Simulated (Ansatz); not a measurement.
ClGeH3OSi can be A, `[SiH3][O][Ge][Cl]`, or B, `Cl[SiH]1[O][GeH2]1`.

Gas-phase electronic energies from Ansatz, PBE0-D4/def2-TZVP geometries. CBS: MP2 limit from def2 TZ/QZ plus the TZ coupled-cluster correction, frozen cores. Functionals use def2-TZVPP. B3LYP here is the variant with VWN-RPA as its local correlation; programs differ in this. For Ge outer-core shells are correlated without core-valence functions, which leaves a few kJ/mol of doubt a bond. Scalar relativity is left out up to krypton. Each species was taken in one conformer, which may not be the lowest.

Task: Which is lower in electronic energy at CCSD(T)/CBS, and by how much? (Best estimate.)

Result: Computed: A, by 115.6 kJ/mol.

Task: Give E(B) − E(A) in kJ/mol with PBE-D4, BLYP-D4, PBE0-D4, CCSD/def2-TZVPP, B3LYP-D4, HF/def2-TZVPP, LDA (SPW92). (Best estimate.)

Result: The calculation gave: PBE-D4 104.1, BLYP-D4 141.3, PBE0-D4 104.3, CCSD/def2-TZVPP 116.2, B3LYP-D4 137.9, HF/def2-TZVPP 156.7, LDA (SPW92) 84.8. None reverses the order clearly.

Task: Does the order hold for the free energy at 298.15 K (harmonic terms from PBE0-D4)? (An estimate is asked.)

Result: Ansatz gave: Yes: G(B) − G(A) = +119.8 kJ/mol, for one conformer each.

Largest T1 diagnostic: 0.014.

In def2-TZVPP, CCSD(T) changes the Hartree–Fock value by −47.0 kJ/mol (the triples alone add −6.5 kJ/mol) and MP2 by −53.6 kJ/mol. From r2SCAN to r2SCAN0 (25 % exact exchange), in def2-TZVPP and without D4, E(B) − E(A) moves by +3.9 kJ/mol.
